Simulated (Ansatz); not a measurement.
`OC[SiH2]Cl` + H₂O → `OC[SiH2]O` + HCl  (formal hydrolysis of the Si–Cl bond)

Isolated molecules relaxed with PBE0-D4/def2-TZVP in Ansatz; ΔE leaves out vibrations. CBS: MP2 limit from def2 TZ/QZ plus the TZ coupled-cluster correction, frozen cores. This one scheme is used for every species. Functionals use def2-TZVPP. One conformer a species, not always the lowest.

`OC[SiH2]Cl`:

Cartesian coordinates in Å:
```
O 0.311 1.169 1.262
C -0.300 0.868 0.021
Si 0.237 -0.808 -0.645
Cl -0.135 -2.169 0.866
H 0.132 0.445 1.870
H 0.011 1.647 -0.684
H -1.397 0.919 0.079
H -0.549 -1.213 -1.837
H 1.689 -0.857 -0.931
```

H₂O:

Cartesian coordinates in Å:
```
O 0.014 -0.055 0.385
H 0.075 0.777 -0.088
H -0.089 -0.722 -0.297
```

`OC[SiH2]O`:

```xyz
10

O    -1.460    0.764    0.869
C    -1.026   -0.399    0.175
Si    0.579   -0.052   -0.742
O     1.598    0.710    0.321
H    -0.698    1.148    1.313
H    -1.821   -0.670   -0.527
H    -0.913   -1.254    0.860
H     1.189   -1.315   -1.250
H     0.354    0.904   -1.852
H     2.197    0.164    0.832
```

HCl:

Cartesian coordinates in Å:
```
Cl -0.418 0.043 0.482
H 0.418 -0.043 -0.482
```

| level | ΔE (eV) |
| --- | --- |
| PBE-D4 | 0.18 |
| r2SCANh-D4 | 0.13 |
| B2PLYP | 0.08 |
| HF/def2-SVP | 0.13 |

Task: What does CCSD(T)/CBS give? (An estimate is asked.)

Result: The calculation gave: +0.14 eV. The listed levels differ from it by 0.04, -0.01, -0.06, -0.01 eV.

Task: What do rigid-rotor, harmonic-oscillator terms from PBE0-D4/def2-TZVP frequencies (298.15 K, 1 bar) make of the CCSD(T)/CBS value? (Estimate.)

Result: The calculation gave: ΔZPE = -0.07 eV, ΔH = +0.08 eV, ΔS = 0 J/(mol·K), ΔG = +0.08 eV.

Largest T1 diagnostic among the species: 0.011.

At CCSD(T), def2-SVP lies −0.03 eV from the extrapolated value and def2-TZVPP −0.06 eV. In def2-TZVPP, CCSD(T) changes the Hartree–Fock value by +0.03 eV (the triples alone add +0.01 eV) and MP2 by +0.07 eV. Leaving LDA and LC-ωPBE aside and taking each functional with its dispersion term where it has one, the values, not all of them listed here, spread over 0.14 eV, from CAM-B3LYP-D4 to revPBE-D4. LDA lies −0.05 eV from PBE without D4.
